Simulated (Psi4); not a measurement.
C4HCoO4 (SMILES [O+]#[C-]->[CoH](<-[C-]#[O+])(<-[C-]#[O+])<-[C-]#[O+]), singlet, geometry from GFN2-xTB (such geometries of metal compounds can be far from the true shape); SVWN/3-21G (Psi4 1.11).

The Psi4 input:
```
memory 2 GB

molecule {
0 1
Co    0.16866841   -0.21594632    0.06853971
O     2.11576714    0.29848456   -2.06833429
C     1.35421924    0.10880843   -1.24378571
O     0.72658796    0.75338840    2.78353125
C     0.50304980    0.38753436    1.72901993
O    -1.56131369    1.99895132   -0.63445186
C    -0.88158165    1.12868977   -0.35823750
O    -1.88689263   -2.27515241   -0.32693741
C    -1.09826619   -1.46809481   -0.17680757
H     1.02823552   -1.31645086    0.41783143
}

set {
  basis 3-21g
  guess gwh
}

energy('svwn')
print_variables()
```

Output, abridged:

```
   => Loading Basis Set <=

    Name: 3-21G
    Role: ORBITAL
    Keyword: BASIS

         ---------------------------------------------------------
                                   SCF
               by Justin Turney, Rob Parrish, Andy Simmonett
                          and Daniel G. A. Smith
                              RKS Reference
         ---------------------------------------------------------

  ==> Geometry <==

    Molecular point group: c1
    Full point group: C1

    Geometry (in Angstrom), charge = 0, multiplicity = 1:

       Center              X                  Y                   Z               Mass
    ------------   -----------------  -----------------  -----------------  -----------------
         CO           0.169744688114    -0.217324279727     0.068977063778    58.933194290000
         O            2.116843418114     0.297106600273    -2.067896936222    15.994914619570
         C            1.355295518114     0.107430470273    -1.243348356222    12.000000000000
         O            0.727664238114     0.752010440273     2.783968603778    15.994914619570
         C            0.504126078114     0.386156400273     1.729457283778    12.000000000000
         O           -1.560237411886     1.997573360273    -0.634014506222    15.994914619570
         C           -0.880505371886     1.127311810273    -0.357800146222    12.000000000000
         O           -1.885816351886    -2.276530369727    -0.326500056222    15.994914619570
         C           -1.097189911886    -1.469472769727    -0.176370216222    12.000000000000
         H            1.029311798114    -1.317828819727     0.418268783778     1.007825032230

  Running in c1 symmetry.

  Rotational constants: A =      0.03953  B =      0.03953  C =      0.03203 [cm^-1]
  Rotational constants: A =   1184.97824  B =   1184.97824  C =    960.09547 [MHz]
  Nuclear repulsion =  621.464696487372862

  Charge       = 0
  Multiplicity = 1
  Electrons    = 84
  Nalpha       = 42
  Nbeta        = 42

  ==> Algorithm <==

  SCF Algorithm Type is DF.
  DIIS enabled.
  MOM disabled.
  Fractional occupation disabled.
  Guess Type is GWH.
  Energy threshold   = 1.00e-06
  Density threshold  = 1.00e-06
  Integral threshold = 1.00e-12

  ==> Primary Basis <==

  Basis Set: 3-21G
    Blend: 3-21G
    Number of shells: 53
    Number of basis functions: 103
    Number of Cartesian functions: 103
    Spherical Harmonics?: false
    Max angular momentum: 2

  ==> DFT Potential <==

   => LibXC <=

    Version 7.1.2
    S. Lehtola, C. Steigemann, M. J. T. Oliveira, and M. A. L. Marques,  SoftwareX 7, 1–5 (2018) (10.1016/j.softx.2017.11.002)

   => Composite Functional: SVWN <=

    Slater exchange
    Vosko, Wilk & Nusair (VWN5_RPA)
    P. A. M. Dirac,  Math. Proc. Cambridge Philos. Soc. 26, 376 (1930) (10.1017/S0305004100016108)
    F. Bloch,  Z. Phys. 57, 545 (1929) (10.1007/BF01340281)
    S. H. Vosko, L. Wilk, and M. Nusair,  Can. J. Phys. 58, 1200 (1980) (10.1139/p80-159)

    Deriv               =              1
    GGA                 =          FALSE
    Meta                =          FALSE

    Exchange Hybrid     =          FALSE
    MP2 Hybrid          =          FALSE

   => Exchange Functionals <=

    1.0000         XC_LDA_X

   => Correlation Functionals <=

    1.0000   XC_LDA_C_VWN_RPA

   => LibXC Density Thresholds  <==

    XC_LDA_C_VWN_RPA:  1.00E-15
    XC_LDA_X:  1.00E-15

   => Molecular Quadrature <=

    Radial Scheme          =       TREUTLER
    Pruning Scheme         =           NONE
    Nuclear Scheme         =       TREUTLER

    Blocking Scheme        =         OCTREE
    BS radius alpha        =              1
    Pruning alpha          =              1
    Radial Points          =             75
    Spherical Points       =            302
    Total Points           =         215140
    Total Blocks           =           1679
    Max Points             =            256
    Max Functions          =             88
[...]
   @DF-RKS iter   5: -1814.66265455359053   -4.95846e+01   5.41933e-02 ADIIS/DIIS
   @DF-RKS iter   6: -1800.09491115441278    1.45677e+01   6.21766e-02 ADIIS/DIIS
   @DF-RKS iter   7: -1816.40534339200440   -1.63104e+01   4.31614e-02 ADIIS/DIIS
   @DF-RKS iter   8: -1812.26150054189748    4.14384e+00   4.84732e-02 ADIIS/DIIS
   @DF-RKS iter   9: -1818.48911130483771   -6.22761e+00   3.85388e-02 ADIIS/DIIS
   @DF-RKS iter  10: -1816.51397139135247    1.97514e+00   4.49086e-02 ADIIS/DIIS
   @DF-RKS iter  11: -1817.60598593556256   -1.09201e+00   4.09511e-02 ADIIS/DIIS
   @DF-RKS iter  12: -1820.46813527294739   -2.86215e+00   3.03525e-02 ADIIS/DIIS
   @DF-RKS iter  13: -1821.16457500750516   -6.96440e-01   2.73698e-02 ADIIS/DIIS
   @DF-RKS iter  14: -1801.80280315901746    1.93618e+01   4.95458e-02 ADIIS/DIIS
   @DF-RKS iter  15: -1823.11506811210961   -2.13123e+01   7.42969e-03 ADIIS/DIIS
   @DF-RKS iter  16: -1822.95927602110282    1.55792e-01   9.52402e-03 ADIIS/DIIS
   @DF-RKS iter  17: -1823.35917551792954   -3.99899e-01   1.87891e-03 ADIIS/DIIS
   @DF-RKS iter  18: -1823.37229649239589   -1.31210e-02   8.63381e-04 ADIIS/DIIS
   @DF-RKS iter  19: -1823.37389761925215   -1.60113e-03   9.50555e-04 ADIIS/DIIS
   @DF-RKS iter  20: -1823.37600682024004   -2.10920e-03   4.74561e-04 ADIIS/DIIS
   @DF-RKS iter  21: -1823.37627311686583   -2.66297e-04   3.57653e-04 ADIIS/DIIS
   @DF-RKS iter  22: -1823.37637294477668   -9.98279e-05   2.98958e-04 ADIIS/DIIS
   @DF-RKS iter  23: -1823.37644921564197   -7.62709e-05   2.30299e-04 ADIIS/DIIS
   @DF-RKS iter  24: -1823.37661191618349   -1.62701e-04   3.09914e-05 DIIS
   @DF-RKS iter  25: -1823.37661453158080   -2.61540e-06   1.07608e-05 DIIS
   @DF-RKS iter  26: -1823.37661481136888   -2.79788e-07   8.33545e-06 DIIS
   @DF-RKS iter  27: -1823.37661498628222   -1.74913e-07   1.98906e-06 DIIS
   @DF-RKS iter  28: -1823.37661500086870   -1.45865e-08   5.05099e-07 DIIS
  Energy and wave function converged.

  ==> Post-Iterations <==

   Electrons on quadrature grid:
      Ntotal   =   84.0000007279 ; deviation = 7.279e-07

    Orbital Energies [Eh]
    ---------------------

    Doubly Occupied:

[...]
    Virtual:

[...]
     103A     21.939607

    Final Occupation by Irrep:
              A
    DOCC [    42 ]
    NA   [    42 ]
    NB   [    42 ]

  @DF-RKS Final Energy: -1823.37661500086870

   => Energetics <=

    Nuclear Repulsion Energy =            621.4646964873728621
    One-Electron Energy =               -3756.7392489179633230
    Two-Electron Energy =                1422.5689480798698696
    DFT Exchange-Correlation Energy =    -110.6710106501478919
    Empirical Dispersion Energy =           0.0000000000000000
    VV10 Nonlocal Energy =                  0.0000000000000000
    Total Energy =                      -1823.3766150008686964

Computation Completed

Properties will be evaluated at   0.000000,   0.000000,   0.000000 [a0]

Properties computed using the SCF density matrix

 Multipole Moments:

 ------------------------------------------------------------------------------------
     Multipole            Electronic (a.u.)      Nuclear  (a.u.)        Total (a.u.)
 ------------------------------------------------------------------------------------

 L = 1.  Multiply by 2.5417464519 to convert [e a0] to [Debye]
 Dipole X            :         -0.2111802            0.1708452           -0.0403350
 Dipole Y            :          0.2703083           -0.2187333            0.0515751
 Dipole Z            :         -0.0858086            0.0694243           -0.0163843
 Magnitude           :                                                    0.0674933

 ------------------------------------------------------------------------------------

  Variable Map:
  ----------------------------------------------------------------------------
[...]
  Array Variable Map:
  ----------------------------------------------------------------------------
[...]
[...]
```
